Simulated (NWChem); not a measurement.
System: C3H2F3, doublet; SMILES [CH]=CC(F)(F)F

```xyz
8

C      0.1101     2.1476     0.0000
C     -0.5983     1.0350     0.0000
C      0.0053    -0.3492     0.0000
F      1.3508    -0.3293     0.0000
F     -0.4035    -1.0443    -1.0897
F     -0.4035    -1.0443     1.0897
H     -0.0559     3.2315     0.0000
H     -1.7089     1.0379     0.0000
```
Atoms are numbered in this order, from 1.

Program: NWChem. Pople sets run with spherical d functions. Spin-unrestricted. In the optimisation the excess spin sits in a' (Cs, its own frame). Geometry: optimised at PBE-D3(BJ)/def2-SVP, spin-unrestricted. No stability test was run on the SCF state. Level: PBE/6-31G* with COSMO at NWChem's default radii, gas-phase geometry; rows give the dielectric constant. Reactions with the solvent are ignored.

```tsv
dielectric constant	electrostatic solvation energy (kcal/mol)	dipole in solution (D)
2.0	-1.2	2.44
7.6	-2.2	2.63
20.7	-2.4	2.67
37.5	-2.5	2.69
46.7	-2.5	2.69
```
